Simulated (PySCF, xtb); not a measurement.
C2H4I, SMILES C[CH]I (connectivity only; charge and spin as stated), charge +1, multiplicity 1.

Harmonic wavenumbers (cm⁻¹) from GFN2-xTB (xtb) at its own minimum, in rising order: 161, 310, 644, 702, 843, 998, 1196, 1218, 1253, 1296, 1411, 2819, 2886, 2970, 3045.

Q: What does PBE0-D3(BJ)/def2-SVP (PySCF) give at its own minimum? (An estimate is asked for; the answer gives what the named calculation found.)

A: 154, 316, 647, 753, 928, 966, 1201, 1263, 1306, 1370, 1456, 2981, 3029, 3180, 3213. Paired by order, the mean absolute difference is 72 cm⁻¹ and the zero-point energies are 31.1 and 32.5 kcal/mol.
